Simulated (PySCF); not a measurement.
PySCF job for CH6SSeSi, SMILES CS[Se][SiH3], PBE-D3(BJ)/def2-SVP. Coordinates come from a PBE-D3(BJ)/def2-SVP optimisation. This is a generated structure with no PubChem entry under its InChIKey; it may be hypothetical. The values are those of a single conformer.

```python
import numpy as np
from pyscf import gto, scf, dft, df
from pyscf.hessian import thermo

mol = gto.M(
    atom='''
    Se   -0.07182067   -0.15637951    0.94245571
    S     1.31859012    0.64789245   -0.63060807
    C     1.70282689   -0.85362256   -1.59489924
    H     2.22388106   -1.60852129   -0.97565906
    H     2.37999665   -0.51812003   -2.40742527
    H     0.78951805   -1.28990460   -2.04428772
    Si   -1.94281252    0.19455597   -0.36144999
    H    -1.80272742   -0.54494121   -1.66361061
    H    -2.13889667    1.65834722   -0.63176500
    H    -3.12489706   -0.34828408    0.39867795
    ''',
    basis='def2-SVP',
    charge=0,
    spin=0,
    max_memory=1600,
    verbose=3,
)
mf = dft.RKS(mol, xc='pbe').density_fit(auxbasis='def2-universal-jkfit')
mf.disp = 'd3bj'
mf.grids.level = 3
mf.conv_tol = 1e-11
mf.max_cycle = 100
mf.kernel()

# [left out here: the lines that compute and print the analytic Hessian (its translational invariance restored by hand, since the grid's response is missing), thermochemistry and intensities]
```

Output:

```
converged SCF energy = -3129.69815844499

WARN: DFTD3 does not support analytical Hessian, using finite difference


WARN: Mole.unit (angstrom) is changed to Bohr

Mode                                 0                   1                   2
Irrep
Freq [cm^-1]                       76.3452            105.1172            155.8110
Reduced mass [au]                   3.5447              4.3717              1.1009
Force const [Dyne/A]                0.0122              0.0285              0.0157
Char temp [K]                     109.8437            151.2402            224.1774
Normal mode                   x     y     z       x     y     z       x     y     z
       0  Se                -0.00 -0.02 -0.03    0.01 -0.02  0.03   -0.01 -0.00  0.01
       1   S                -0.02  0.01 -0.03   -0.10  0.02 -0.05    0.01 -0.01  0.01
       2   C                 0.15 -0.02  0.08    0.01 -0.01  0.03    0.03  0.04 -0.06
       3   H                 0.19  0.07  0.16    0.18  0.12  0.04    0.07  0.03 -0.11
       4   H                 0.16 -0.02  0.09   -0.13  0.02 -0.07   -0.00  0.11 -0.06
       5   H                 0.21 -0.13  0.07    0.02 -0.17  0.17    0.04  0.03 -0.06
       6  Si                -0.05  0.04  0.06    0.08  0.04 -0.04   -0.00 -0.01 -0.00
       7   H                -0.16  0.04  0.05    0.12  0.02 -0.03   -0.26 -0.42  0.20
       8   H                -0.02  0.05  0.07    0.17  0.05 -0.06    0.32 -0.04 -0.43
       9   H                -0.03  0.09  0.14   -0.01  0.11 -0.12   -0.07  0.47  0.23
Mode                                 3                   4                   5
Irrep
Freq [cm^-1]                      176.5416            208.5703            367.0130
Reduced mass [au]                   1.1249              3.0200             11.4467
Force const [Dyne/A]                0.0207              0.0774              0.9084
Char temp [K]                     254.0040            300.0862            528.0500
Normal mode                   x     y     z       x     y     z       x     y     z
       0  Se                 0.01 -0.01  0.01   -0.02  0.02  0.04    0.06  0.01 -0.01
       1   S                -0.04  0.01 -0.02   -0.01 -0.07 -0.03   -0.07 -0.05  0.07
       2   C                -0.00 -0.00  0.01    0.12  0.03 -0.13   -0.00  0.01  0.01
       3   H                -0.46 -0.17  0.19    0.15  0.00 -0.19    0.02  0.00 -0.02
       4   H                 0.45 -0.11  0.35    0.14  0.19 -0.05   -0.01  0.08  0.03
       5   H                 0.09  0.25 -0.43    0.18  0.01 -0.24    0.02 -0.00 -0.03
       6  Si                 0.02  0.00 -0.00   -0.00  0.01  0.00   -0.09  0.01 -0.05
       7   H                 0.01 -0.03  0.02    0.12  0.12 -0.05   -0.01  0.03 -0.05
       8   H                 0.08  0.00 -0.04   -0.10  0.01  0.12   -0.00  0.02 -0.05
       9   H                -0.01  0.07 -0.01   -0.00 -0.14 -0.10   -0.15  0.04 -0.14
Mode                                 6                   7                   8
Irrep
Freq [cm^-1]                      382.7085            563.9743            569.2090
Reduced mass [au]                  11.8845              1.1765              1.1037
Force const [Dyne/A]                1.0256              0.2205              0.2107
Char temp [K]                     550.6323            811.4334            818.9650
Normal mode                   x     y     z       x     y     z       x     y     z
       0  Se                -0.01  0.02 -0.05   -0.01  0.01 -0.01   -0.00  0.01  0.01
       1   S                -0.07 -0.05  0.07    0.01  0.01 -0.00   -0.00 -0.00  0.00
       2   C                -0.00  0.01  0.01    0.00 -0.01 -0.00   -0.00 -0.00 -0.00
       3   H                 0.03  0.00 -0.03   -0.00 -0.00  0.00    0.00 -0.00 -0.01
       4   H                -0.01  0.10  0.04   -0.01 -0.02 -0.02   -0.01  0.00 -0.00
       5   H                 0.02 -0.01 -0.03   -0.01  0.01  0.01    0.00 -0.00 -0.00
       6  Si                 0.09 -0.01  0.06   -0.01 -0.03  0.05    0.01 -0.04 -0.03
       7   H                 0.05 -0.01  0.05    0.34  0.09  0.02   -0.55  0.30 -0.28
       8   H                 0.03 -0.02  0.06    0.48  0.04  0.09    0.39  0.10  0.47
       9   H                 0.14 -0.04  0.11   -0.45  0.19 -0.49    0.04  0.14  0.14
Mode                                 9                  10                  11
Irrep
Freq [cm^-1]                      682.6905            865.9856            890.5913
Reduced mass [au]                   5.3840              1.0902              1.0404
Force const [Dyne/A]                1.4784              0.4817              0.4862
Char temp [K]                     982.2397           1245.9604           1281.3625
Normal mode                   x     y     z       x     y     z       x     y     z
       0  Se                -0.00  0.00  0.00   -0.00  0.00 -0.00    0.00 -0.00 -0.00
       1   S                -0.03  0.07  0.06    0.00 -0.00 -0.00    0.00  0.00  0.00
       2   C                 0.06 -0.16 -0.13   -0.00  0.01 -0.00   -0.00  0.00  0.00
       3   H                -0.01 -0.12 -0.02   -0.02  0.03  0.03   -0.00 -0.01 -0.01
       4   H                 0.07 -0.26 -0.16    0.01 -0.04 -0.01   -0.01  0.00 -0.00
       5   H                -0.01 -0.13 -0.03    0.00 -0.02  0.01    0.00  0.00 -0.00
       6  Si                 0.00  0.00 -0.00   -0.05  0.00 -0.02    0.01 -0.03 -0.01
       7   H                 0.01 -0.01  0.01    0.53 -0.07  0.09    0.36  0.23 -0.11
       8   H                -0.01  0.00  0.00    0.48  0.10  0.17   -0.40 -0.04  0.16
       9   H                 0.01 -0.01  0.02    0.34 -0.15  0.45   -0.12  0.68  0.31
Mode                                12                  13                  14
Irrep
Freq [cm^-1]                      906.9610            926.3169            930.7230
Reduced mass [au]                   1.0452              1.2889              1.1871
Force const [Dyne/A]                0.5066              0.6516              0.6059
Char temp [K]                    1304.9149           1332.7638           1339.1032
Normal mode                   x     y     z       x     y     z       x     y     z
       0  Se                 0.00 -0.00  0.00    0.00 -0.00 -0.00    0.00 -0.00  0.00
       1   S                -0.00  0.01 -0.00    0.01  0.03 -0.00   -0.02  0.01 -0.01
       2   C                -0.01 -0.02  0.01   -0.07 -0.10  0.04    0.08 -0.03  0.07
       3   H                 0.04 -0.06 -0.07    0.25 -0.11 -0.24   -0.03 -0.51 -0.41
       4   H                -0.02  0.10  0.04   -0.07  0.54  0.29   -0.18  0.09 -0.10
       5   H                 0.01  0.01 -0.05    0.18 -0.21 -0.37   -0.21  0.53  0.13
       6  Si                -0.01 -0.01  0.03   -0.00  0.00 -0.01   -0.00  0.00 -0.00
       7   H                 0.04  0.58 -0.32    0.03 -0.11  0.06    0.02 -0.05  0.03
       8   H                 0.16 -0.10 -0.64    0.01  0.02  0.12    0.01  0.01  0.05
       9   H                 0.11 -0.07  0.14   -0.00 -0.00 -0.01    0.01 -0.01  0.01
Mode                                15                  16                  17
Irrep
Freq [cm^-1]                     1272.0222           1376.8658           1399.9333
Reduced mass [au]                   1.1535              1.0500              1.0527
Force const [Dyne/A]                1.0997              1.1728              1.2155
Char temp [K]                    1830.1567           1981.0033           2014.1923
Normal mode                   x     y     z       x     y     z       x     y     z
       0  Se                 0.00  0.00 -0.00    0.00 -0.00  0.00   -0.00 -0.00 -0.00
       1   S                -0.00  0.00  0.00    0.00 -0.00  0.00    0.00  0.00 -0.00
       2   C                -0.03  0.08  0.06    0.05 -0.01  0.03    0.03  0.05 -0.03
       3   H                 0.09 -0.27 -0.43   -0.33  0.01  0.34   -0.52 -0.39 -0.06
       4   H                 0.01 -0.54 -0.18   -0.56  0.13 -0.41    0.01  0.29  0.08
       5   H                 0.30 -0.31 -0.28    0.23  0.01 -0.41    0.08 -0.52  0.39
       6  Si                 0.00  0.00  0.00    0.00  0.00  0.00    0.00 -0.00  0.00
       7   H                -0.01  0.00  0.00   -0.00  0.00  0.00   -0.00  0.00  0.00
       8   H                -0.00 -0.00 -0.01   -0.00 -0.00 -0.00   -0.00 -0.00 -0.00
       9   H                -0.00 -0.00 -0.01    0.00 -0.00  0.00   -0.00 -0.00 -0.00
Mode                                18                  19                  20
Irrep
Freq [cm^-1]                     2148.6025           2165.1286           2179.8717
Reduced mass [au]                   1.0231              1.0500              1.0493
Force const [Dyne/A]                2.7828              2.9000              2.9377
Char temp [K]                    3091.3606           3115.1380           3136.3500
Normal mode                   x     y     z       x     y     z       x     y     z
       0  Se                 0.00  0.00 -0.00    0.00 -0.00  0.00   -0.00 -0.00  0.00
       1   S                 0.00  0.00  0.00   -0.00 -0.00  0.00   -0.00  0.00 -0.00
       2   C                -0.00  0.00 -0.00    0.00  0.00 -0.00   -0.00 -0.00 -0.00
       3   H                -0.00 -0.00 -0.00   -0.00 -0.00 -0.00   -0.00  0.00  0.00
       4   H                 0.00 -0.00  0.00    0.00 -0.00 -0.00    0.00  0.00  0.00
       5   H                 0.00 -0.00  0.00    0.00 -0.00 -0.00   -0.00  0.00  0.00
       6  Si                 0.02  0.01  0.00   -0.02  0.01  0.03   -0.00 -0.04  0.00
       7   H                 0.06 -0.24 -0.41    0.08 -0.42 -0.71   -0.02  0.09  0.18
       8   H                -0.02  0.27 -0.04   -0.02  0.08  0.00   -0.11  0.91 -0.16
       9   H                -0.64 -0.30  0.42    0.40  0.19 -0.25    0.15  0.06 -0.09
Mode                                21                  22                  23
Irrep
Freq [cm^-1]                     2969.4955           3077.6507           3092.0589
Reduced mass [au]                   1.0299              1.1051              1.1098
Force const [Dyne/A]                5.3508              6.1670              6.2518
Char temp [K]                    4272.4428           4428.0541           4448.7843
Normal mode                   x     y     z       x     y     z       x     y     z
       0  Se                 0.00  0.00 -0.00    0.00  0.00 -0.00   -0.00 -0.00  0.00
       1   S                -0.00 -0.00  0.00   -0.00  0.00  0.00    0.00 -0.00  0.00
       2   C                -0.01  0.03  0.03   -0.06 -0.05  0.04   -0.06  0.03 -0.06
       3   H                 0.25 -0.35  0.31   -0.14  0.17 -0.15    0.35 -0.51  0.44
       4   H                 0.38  0.19 -0.45    0.44  0.22 -0.53   -0.10 -0.04  0.10
       5   H                -0.47 -0.21 -0.22    0.46  0.20  0.23    0.46  0.22  0.21
       6  Si                 0.00 -0.00  0.00    0.00  0.00 -0.00   -0.00  0.00 -0.00
       7   H                -0.00  0.00  0.00    0.00 -0.00 -0.00    0.00 -0.00 -0.00
       8   H                 0.00  0.00 -0.00   -0.00 -0.00  0.00    0.00  0.00  0.00
       9   H                -0.00  0.00  0.00    0.00 -0.00 -0.00    0.00 -0.00 -0.00
temperature 298.1500 [K]
pressure 101325.00 [Pa]
Rotational constants [GHz] 3.60734 1.80181 1.41786
Symmetry number 1
Zero-point energy (ZPE) 0.06263 [Eh]   164427.836 [J/mol]
                           tot       elec      trans        rot        vib
Entropy [J/mol/K]       366.532      0.000    171.820    116.929     77.783
Cv [J/mol/K]            102.349      0.000     12.472     12.472     77.406
Cp [J/mol/K]            110.663      0.000     20.786     12.472     77.406
Internal energy [J/mol]                      3718.434   3718.434 176842.875
Internal energy [Eh]   -3129.62797  -3129.69816
Enthalpy [J/mol]                             6197.391   3718.434 176842.875
Enthalpy [Eh]          -3129.62703
Gibbs free energy [J/mol]                  -45030.637 -31144.049 153651.730
Gibbs free energy [Eh] -3129.66865
mode   freq/cm-1   IR/(km/mol)
   1       76.35         0.662
   2      105.12         1.714
   3      155.81         0.172
   4      176.54         1.074
   5      208.57         0.824
   6      367.01         4.121
   7      382.71         5.964
   8      563.97         7.739
   9      569.21         8.722
  10      682.69         3.181
  11      865.99       299.755
  12      890.59        38.330
  13      906.96        29.380
  14      926.32        13.307
  15      930.72         7.399
  16     1272.02         2.158
  17     1376.87         9.987
  18     1399.93        11.339
  19     2148.60        93.322
  20     2165.13        82.723
  21     2179.87        77.188
  22     2969.50        13.764
  23     3077.65         1.961
  24     3092.06         3.439
max |gradient| / (hartree/bohr): 5.2649873386406454e-05
APT charges: [-0.2162 -0.0431 -0.002   0.0096  0.0241  0.0103  0.9203 -0.2327 -0.2261
 -0.2442]
```

The run converged.

Cost: about 110 core-seconds (a rough figure).
